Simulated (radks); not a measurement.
The phosphorus ion P+ inside a hard spherical wall (all orbitals vanish at R), configuration held at [Ne] 3s2 3p2 and not refilled when levels cross. All-electron calculation, non-relativistic Kohn-Sham, PBEsol, spin-polarised, spherical densities, point nucleus; open shells are filled with parallel spins first. Program: a radial shooting solver on a logarithmic mesh with Libxc functionals. Eigenvalues in eV for spin up, with the zero of energy where the potential of the charges vanishes at infinity; a dash marks a level that is unbound or too diffuse for the functional's potential to be trusted. A positive occupied level is held by the wall or, in an anion where self-interaction has pushed it up, behind a barrier. The pressure on the wall is -dE/dV.

R (bohr) = free: E (hartree) -340.14339; kinetic (hartree) 339.633; e(2s) -183.18; e(2p) -134.95; e(3s) -23.979; e(3p) -14.980; e(4s, empty) -; e(3d, empty) -4.291; pressure (GPa) 0
R (bohr) = 20: E (hartree) -340.14339; kinetic (hartree) 339.633; e(2s) -183.18; e(2p) -134.95; e(3s) -23.979; e(3p) -14.980; e(4s, empty) -; e(3d, empty) -4.291; pressure (GPa) < 0.0001
R (bohr) = 12: E (hartree) -340.14339; kinetic (hartree) 339.633; e(2s) -183.18; e(2p) -134.95; e(3s) -23.979; e(3p) -14.980; e(4s, empty) -5.006; e(3d, empty) -4.285; pressure (GPa) < 0.0001
R (bohr) = 10: E (hartree) -340.14339; kinetic (hartree) 339.633; e(2s) -183.18; e(2p) -134.95; e(3s) -23.979; e(3p) -14.979; e(4s, empty) -4.909; e(3d, empty) -4.259; pressure (GPa) < 0.0001
R (bohr) = 7: E (hartree) -340.14281; kinetic (hartree) 339.640; e(2s) -183.14; e(2p) -134.90; e(3s) -23.952; e(3p) -14.948; e(4s, empty) -3.600; e(3d, empty) -3.903; pressure (GPa) 0.0511
R (bohr) = 6: E (hartree) -340.13979; kinetic (hartree) 339.668; e(2s) -182.98; e(2p) -134.75; e(3s) -23.854; e(3p) -14.829; e(4s, empty) -1.759; e(3d, empty) -3.397; pressure (GPa) 0.422
R (bohr) = 4: E (hartree) -340.01595; kinetic (hartree) 340.405; e(2s) -180.02; e(2p) -131.77; e(3s) -21.836; e(3p) -12.245; e(4s, empty) 14.619; e(3d, empty) 1.387; pressure (GPa) 33.1
